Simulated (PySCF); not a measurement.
Work out the structure from these simulated measurements.

Elements present: C, H, O, S and Si. Monoisotopic mass: 205.9709 u.

| Property | Result |
| --- | --- |
| Rotational structure | rotational constants A, B, C: 2.100, 0.308, 0.271 GHz [GFN2-xTB] |
| 13C NMR | chemical shifts (computed TMS as zero) by class: 165.9 (1 C), 142.5 (1 C), 120.5 (1 C), 112.8 (1 C) ppm [GIAO PBE0/pcSseg-1] |
| NMR, other nuclei | isotropic shieldings of nuclei other than C and H, by class: 223 (1 O), 332 (1 O), 386 (1 Si), 395 (1 Si), 446 (1 Si), 274 (1 S) ppm [GIAO PBE0/pcSseg-1] |
| 1H NMR | chemical shifts (computed TMS as zero) by class: 7.39 (1 H), 6.46 (1 H), 5.78 (2 H), 5.09 (3 H), 4.73 (2 H), 4.40 (1 H) ppm [GIAO PBE0/pcSseg-1] |
| Dipole | 2.88 D [PBE0/pcSseg-1] |

The electronic properties come from PySCF, for the isolated species, density fitting. Levels stand in brackets. The structure is a single GFN2-xTB conformer in the gas phase; no vibrational or solvent corrections. GFN2-xTB frequencies show an imaginary mode (25i cm⁻¹), so this geometry is no minimum at that level. NMR classes are plain means over equivalent atoms (diastereotopic ones count apart unless rotation or inversion swaps them), as if these changed places fast.

Task: Which formula fits the mass and the elements?

Result: C4H10O2SSi3 (calculated 205.9709). Within 0.0003 u, C5H10OS2Si2 would fit the mass too; the spectra decide.

Task: Propose a structure and show how it fits.

Result: Numbering: `[OH:1][c:2]1[cH:3][cH:4][s:5][c:6]1[SiH2:7][SiH2:8][O:9][SiH3:10]`. Its formula, C4H10O2SSi3, gives 3 degrees of unsaturation: 1 ring and 2 π bonds in the structure found (Kekulé form). 4 carbons fall into 4 classes; from least to most shielded: aromatic carbon bearing oxygen [C2] (165.9 ppm), aromatic CH next to a ring sulfur [C4] (142.5 ppm), aromatic CH carbon [C3] (120.5 ppm), substituted aromatic carbon [C6] (112.8 ppm). Hydrogen classes from least to most shielded: 1 H on an aromatic CH next to a ring sulfur, C4 (7.39 ppm), 1 H on an aromatic CH carbon, C3 (6.46 ppm), 2 H on an oxygen-bound silicon, Si8 (5.78 ppm), 3 H on an oxygen-bound silicon, Si10 (5.09 ppm), 2 H on an SiH2 silicon, Si7 (4.73 ppm), 1 H on a phenol-type oxygen, O1 (4.40 ppm). The other shieldings belong to: 223 ppm, phenol-type oxygen [O1]; 332 ppm, siloxane oxygen [O9]; 386 ppm, oxygen-bound silicon [Si8]; 395 ppm, oxygen-bound silicon [Si10]; 446 ppm, SiH2 silicon [Si7]; 274 ppm, thiophene-type sulfur [S5]. The optimised geometry has point group C1 and is an asymmetric top. Structure: `Oc1ccsc1[SiH2][SiH2]O[SiH3]`. Computed isomers that give other values at the same levels: `[SiH3]O[SiH2]O[SiH2]c1cccs1` (13C chemical shifts (computed TMS as zero) by class: 142.7 (1 C), 142.0 (1 C), 140.0 (1 C), 131.4 (1 C) ppm). The assignments are read from this structure; whether some other isomer fits the data as well wasn't checked.

Shape of the structure used: `[OH:1][c:2]1[cH:3][cH:4][s:5][c:6]1[SiH2:7][SiH2:8][O:9][SiH3:10]`: S5–C6–Si7–Si8 -178°, C6–Si7–Si8–O9 180°, H–O1–C2–C3 0°.
